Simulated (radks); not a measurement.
The numbers below are computed, except where a source is named.
Polarisability of the indium ion In2+, [Kr] 4d10 5s1, at imaginary frequency. Level of theory: scalar-relativistic Kohn-Sham, LB94 model potential, spin-polarised, spherical densities, finite nucleus; open shells are filled with parallel spins first (spin-orbit coupling, left out, can overturn this in heavy ions); Fermi nuclear charge, rms radius 4.6156 fm (a radial shooting solver on a logarithmic mesh with Libxc functionals). Response by self-consistent Sternheimer equations with the Hartree and adiabatic LDA kernel, the relativistic mass of each level held fixed and spin-orbit coupling left out.

w (hartree),alpha1(iw) (bohr^3),alpha2(iw) (bohr^5)
0.00266,11.32,35.65
0.0143,11.31,35.63
0.0360,11.22,35.55
0.0697,10.97,35.28
0.118,10.39,34.62
0.186,9.354,33.23
0.280,7.908,30.66
0.413,6.318,26.54
0.605,4.864,21.01
0.892,3.634,14.98
1.35,2.576,9.605
2.12,1.635,5.517
3.59,0.8425,2.698
6.94,0.3101,0.9661
17.5,0.06960,0.1829

Static values: alpha1 = 11.32 bohr^3 (1.678 angstrom^3; uncoupled 18.03), alpha2 = 35.65 bohr^5, alpha3 = 243.4 bohr^7. C6 = 53.93, C8 = 991.5, triple-dipole C9 = 390.7 atomic units. One-pole (London) frequency 4 C6 / (3 alpha1^2) = 0.561 hartree, against 1.129 for minus the highest occupied eigenvalue.
